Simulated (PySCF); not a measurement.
An unknown shows these calculated signals:

1H NMR (400 MHz, computed): δ 5.07 (m, 1H), 4.96 (m, 1H), 4.00 (m, 1H), 3.79 (s, 3H), 1.20 (br s, 1H).

13C{1H} NMR (computed): δ 177.2 (C), 173.3 (C), 103.8 (CH), 91.0 (CH), 56.8 (CH3).

One averaged value for each set of equivalent atoms, one conformer, gas phase, no relativistic terms. Structure optimised with GFN2-xTB; σ from GIAO-PBE0/pcSseg-1; PySCF.

Scale: 1H, 13C against TMS (reference shieldings calculated alike).

Problem. Which of these does the molecule contain: an amide, a carboxylic acid, an OH group, a (CH3)2CH unit, a non-aromatic C=C double bond, a methoxy group?

Solution. 
- An amide: no.
- A carboxylic acid: no.
- An OH group: yes (δH 1.20 (br s)).
- A (CH3)2CH unit: no.
- A non-aromatic C=C double bond: yes.
- A methoxy group: yes (δC 56.8; δH 3.79 (s)).

The data belong to `C1=C(F)C(OC)=C[Si@H]1O`, C$_{5}$H$_{7}$FO$_{2}$Si; they needn't prove each group on their own.

Carbon signals by region: 2 in the far downfield region (above 160 ppm), 1 in the sp2 and nitrile region (100–160 ppm), 2 at 50–100 ppm. Above 160 ppm: 177.2, fully substituted alkene carbon, 173.3, alkene carbon bearing oxygen.

OH/NH shifts are gas-phase values; hydrogen bonding in solution moves them, usually downfield. Splittings by 19F in the carbon and heteronuclear signals aren't shown, as no couplings were computed. Shifts are as computed. Against solution values, carbons near 30 ppm lie about +3 ppm off and those near 130 ppm about +5 ppm. Of 1211 compounds with measured shifts, 218 miss one by over three times the rms of a fit or turn the order of signals round; such compounds aren't used in these exercises. No couplings were computed; multiplicities are counted from neighbouring protons, with m where these are inequivalent, close in shift, in a saturated or five-membered ring or joined by F or P, and br s for small geminal =CH2 splittings.
